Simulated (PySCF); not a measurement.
**Mayer bond orders and bond lengths**

Species: C₈H₁₈O.
Atom-mapped SMILES: `[CH3:1][CH2:2][CH2:3][C@:4]([CH3:5])([CH2:6][CH3:7])[O:8][CH3:9]` (hydrogens: H10, H11, H12 on C1; H13, H14 on C2; H15, H16 on C3; H17, H18, H19 on C5; H20, H21 on C6; H22, H23, H24 on C7; H25, H26, H27 on C9)

Cartesian coordinates in Å at the GFN2-xTB level; atoms count from 1:
```xyz
27
C8H18O angstrom
C      3.2336   -0.5551   -0.6834
C      1.9916   -0.0253    0.0234
C      0.7484   -0.1701   -0.8523
C     -0.5823    0.1110   -0.1170
C     -1.7392   -0.1741   -1.0858
C     -0.6197    1.5753    0.3614
C     -1.9625    1.9973    0.9472
O     -0.6898   -0.6512    1.0851
C     -0.8234   -2.0436    0.9680
H      3.1205   -1.6097   -0.9272
H      4.1096   -0.4434   -0.0489
H      3.4082   -0.0088   -1.6082
H      2.1463    1.0245    0.2761
H      1.8359   -0.5722    0.9550
H      0.7199   -1.1871   -1.2519
H      0.8151    0.5080   -1.7052
H     -1.7719    0.5976   -1.8499
H     -1.6059   -1.1353   -1.5777
H     -2.6862   -0.1841   -0.5532
H     -0.3567    2.2279   -0.4727
H      0.1395    1.6810    1.1363
H     -2.7300    2.0604    0.1802
H     -2.2737    1.2816    1.7029
H     -1.8695    2.9755    1.4139
H     -1.7663   -2.3313    0.4905
H     -0.8187   -2.4231    1.9892
H      0.0073   -2.4995    0.4197
```

Bond orders from the PBE0/pcSseg-1 density (PySCF). Geometry: GFN2-xTB, one conformer, isolated molecule.

(1) How far do the computed orders between heavy atoms stray from the drawn ones?

(2) Set the Mayer orders of the bonds between heavy atoms beside their lengths.

## Answers

(1) The largest departure is 0.117, at C4–O8 (drawn single, 0.883).

(2) 
| bond | drawn as | length (Å) | Mayer order |
| --- | --- | --- | --- |
| C1–C2 | single | 1.524 | 1.069 |
| C2–C3 | single | 1.528 | 1.015 |
| C3–C4 | single | 1.546 | 0.991 |
| C4–C5 | single | 1.536 | 1.022 |
| C4–C6 | single | 1.541 | 0.986 |
| C6–C7 | single | 1.525 | 1.071 |
| C4–O8 | single | 1.427 | 0.883 |
| O8–C9 | single | 1.404 | 0.937 |

Bonds between the same two heavy elements. C–C: lowest C4–C6 (0.986, 1.541 Å), highest C6–C7 and C1–C2 (1.071, 1.525 Å). C–O: lowest C4–O8 (0.883, 1.427 Å), highest O8–C9 (0.937, 1.404 Å). Bonds named together lie within 0.004.

**Question.** And the bonds to hydrogen?

**Answer.** C–H: 0.94 to 0.98 (18 bonds).

**Question.** Sum the orders of all bonds at each heavy atom with more than one neighbour and set the sums beside the valence in the SMILES.

**Answer.** C1 3.971 (drawn 4), C2 3.975 (drawn 4), C3 3.892 (drawn 4), C4 3.882 (drawn 4), C5 3.886 (drawn 4), C6 3.945 (drawn 4), C7 3.961 (drawn 4), O8 1.820 (drawn 2), C9 3.826 (drawn 4). Orders between atoms that aren't bonded are not in these sums.

For a closed shell the Mayer order of atoms A and B is Σ (PS)μν (PS)νμ over the basis functions μ on A and ν on B, with P the density and S the overlap matrix.
